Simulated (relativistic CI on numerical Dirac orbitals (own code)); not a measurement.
## Dy58+: sensitivity of the levels to the model

Base calculation: Dirac-Coulomb-Breit CI, KLI orbitals optimised for each configuration, model QED, unscaled Slater integrals.

Configurations in the expansion (outside the closed core 1s2): 2s²2p⁴, 2s2p⁵, 2p⁶, 2p⁵3s, 2p⁵3p, 2p⁵3d, 2s²2p³3s, 2s²2p³3p, 2s²2p³3d, 2s2p⁴3s, 2s2p⁴3p, 2s2p⁴3d, 2s²2p³4s, 2s²2p³4p, 2s²2p³4d, 2s²2p³4f, 2s2p⁴4s, 2s²2p²3s², 2s2p⁴4p, 2s2p⁴4d, 2s²2p²3s3p, 2s2p⁴4f, 2s²2p³5s, 2s²2p³5p, 2s²2p²3s3d, 2s²2p²3p², 2s²2p³5d, 2s²2p³5f, 2s²2p³5g, 2s²2p²3p3d, 2s2p³3s², 2s²2p²3d², 2s2p³3s3p, 2s2p³3s3d, 2s2p³3p², 2s2p⁴5s. Levels of other configurations are missing.

Variants: (1) QED terms removed. Shifts of the energy above 2s²2p⁴ ³P2, in eV, for the lowest level and the first level of each name with at least 55 % of one term (blank where a level changes its place among those of its configuration and J or its character, or is not in the variant):

```
        Level     Base    Δ(1)
   2s²2p⁴ ³P2     0.00    0.00
   2s²2p⁴ ¹S0    51.43   +0.03
   2s²2p⁴ ³P1   828.27   -1.08
   2s²2p⁴ ¹D2   846.79   -1.08
   2s2p⁵ ³P°2  1172.78  +11.10
   2s2p⁵ ¹P°1  1244.85  +11.12
   2s²2p⁴ ³P0  1694.80   -2.04
   2s2p⁵ ³P°0  2011.28  +10.03
   2s2p⁵ ³P°1  2047.28  +10.05
      2p⁶ ¹S0  2453.80  +22.08
 2s²2p³3p ³P0  7209.83   +1.13
2s²2p³3d ³P°0  7279.96   +1.69
2s²2p³3s ³S°1  7645.18   -3.10
2s²2p³3s ³D°3  7658.59   -3.07
2s²2p³3s ¹D°2  7666.04   -3.09
2s²2p³3s ³P°0  7702.40   -3.03
2s²2p³3s ³P°1  7705.69   -3.05
 2s²2p³3p ³D1  7801.85   +0.39
  2s2p⁴3s ⁵P3  7922.97   +8.12
 2s²2p³3p ³F4  7997.16   +0.04
  2s2p⁴3s ¹S0  8054.11   +9.21
```

At this charge energies of transitions that change n are usually good to better than 1 %, and those within a shell (Δn = 0) to a few per cent.

Ionisation energy from the two ground configurations alone: base 12688.6 eV. The NIST ASD value (theoretical) is 12690 eV.

LS names give the leading component of a level, which can be under half, so a name can repeat, a term be missing and a line seem to break the LS rules.
